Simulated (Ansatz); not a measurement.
The cluster Au₄⁻. The state is a doublet with charge -1. Geometry PBE0-D4/def2-SVPD.

```xyz
4

Au    0.550    0.035   -2.262
Au   -0.550   -0.035    2.262
Au    1.295    0.444    0.322
Au   -1.295   -0.443   -0.322
```

In the def2 sets Au takes a core potential; there is no spin–orbit coupling. No other spin state of charge -1 was run. Another isomer (doublet) lies 0.05 eV lower at PBE0-D4/def2-TZVPD; other spin states weren't run for this one.

(1) Estimate the α-spin orbital energies around the gap (eV) in Ansatz with PBE-D4/def2-TZVPD, r2SCAN-D4/def2-TZVPD, PBE0-D4/def2-TZVPD, ωB97X-V/def2-TZVPD.

Answers

(1) 
```json
{"orbital": "HOMO−9", "PBE-D4/def2-TZVPD": "-2.34", "r2SCAN-D4/def2-TZVPD": "-2.58", "PBE0-D4/def2-TZVPD": "-3.78", "ωB97X-V/def2-TZVPD": "-6.05"}
{"orbital": "HOMO−8", "PBE-D4/def2-TZVPD": "-2.29", "r2SCAN-D4/def2-TZVPD": "-2.55", "PBE0-D4/def2-TZVPD": "-3.74", "ωB97X-V/def2-TZVPD": "-6.04"}
{"orbital": "HOMO−7", "PBE-D4/def2-TZVPD": "-2.20", "r2SCAN-D4/def2-TZVPD": "-2.40", "PBE0-D4/def2-TZVPD": "-3.57", "ωB97X-V/def2-TZVPD": "-5.88"}
{"orbital": "HOMO−6", "PBE-D4/def2-TZVPD": "-2.17", "r2SCAN-D4/def2-TZVPD": "-2.40", "PBE0-D4/def2-TZVPD": "-3.47", "ωB97X-V/def2-TZVPD": "-5.73"}
{"orbital": "HOMO−5", "PBE-D4/def2-TZVPD": "-2.02", "r2SCAN-D4/def2-TZVPD": "-2.24", "PBE0-D4/def2-TZVPD": "-3.44", "ωB97X-V/def2-TZVPD": "-5.71"}
{"orbital": "HOMO−4", "PBE-D4/def2-TZVPD": "-2.02", "r2SCAN-D4/def2-TZVPD": "-2.24", "PBE0-D4/def2-TZVPD": "-3.42", "ωB97X-V/def2-TZVPD": "-5.70"}
{"orbital": "HOMO−3", "PBE-D4/def2-TZVPD": "-1.98", "r2SCAN-D4/def2-TZVPD": "-2.20", "PBE0-D4/def2-TZVPD": "-3.31", "ωB97X-V/def2-TZVPD": "-5.56"}
{"orbital": "HOMO−2", "PBE-D4/def2-TZVPD": "-1.74", "r2SCAN-D4/def2-TZVPD": "-1.96", "PBE0-D4/def2-TZVPD": "-3.01", "ωB97X-V/def2-TZVPD": "-5.21"}
{"orbital": "HOMO−1", "PBE-D4/def2-TZVPD": "-1.21", "r2SCAN-D4/def2-TZVPD": "-1.31", "PBE0-D4/def2-TZVPD": "-1.76", "ωB97X-V/def2-TZVPD": "-3.24"}
{"orbital": "HOMO", "PBE-D4/def2-TZVPD": "-0.46", "r2SCAN-D4/def2-TZVPD": "-0.65", "PBE0-D4/def2-TZVPD": "-0.95", "ωB97X-V/def2-TZVPD": "-2.33"}
{"orbital": "LUMO", "PBE-D4/def2-TZVPD": "0.58", "r2SCAN-D4/def2-TZVPD": "0.64", "PBE0-D4/def2-TZVPD": "1.29", "ωB97X-V/def2-TZVPD": "2.87"}
{"orbital": "LUMO+1", "PBE-D4/def2-TZVPD": "2.02", "r2SCAN-D4/def2-TZVPD": "2.19", "PBE0-D4/def2-TZVPD": "2.60", "ωB97X-V/def2-TZVPD": "4.08"}
{"orbital": "LUMO+2", "PBE-D4/def2-TZVPD": "2.50", "r2SCAN-D4/def2-TZVPD": "2.65", "PBE0-D4/def2-TZVPD": "3.02", "ωB97X-V/def2-TZVPD": "4.42"}
{"orbital": "LUMO+3", "PBE-D4/def2-TZVPD": "2.53", "r2SCAN-D4/def2-TZVPD": "2.70", "PBE0-D4/def2-TZVPD": "3.06", "ωB97X-V/def2-TZVPD": "4.45"}
{"orbital": "LUMO+4", "PBE-D4/def2-TZVPD": "3.15", "r2SCAN-D4/def2-TZVPD": "3.45", "PBE0-D4/def2-TZVPD": "3.75", "ωB97X-V/def2-TZVPD": "5.18"}
{"orbital": "LUMO+5", "PBE-D4/def2-TZVPD": "3.45", "r2SCAN-D4/def2-TZVPD": "3.75", "PBE0-D4/def2-TZVPD": "4.05", "ωB97X-V/def2-TZVPD": "5.50"}
{"orbital": "β HOMO", "PBE-D4/def2-TZVPD": "-1.10", "r2SCAN-D4/def2-TZVPD": "-1.16", "PBE0-D4/def2-TZVPD": "-1.63", "ωB97X-V/def2-TZVPD": "-3.12"}
{"orbital": "β LUMO", "PBE-D4/def2-TZVPD": "-0.06", "r2SCAN-D4/def2-TZVPD": "0.13", "PBE0-D4/def2-TZVPD": "0.80", "ωB97X-V/def2-TZVPD": "2.55"}
```
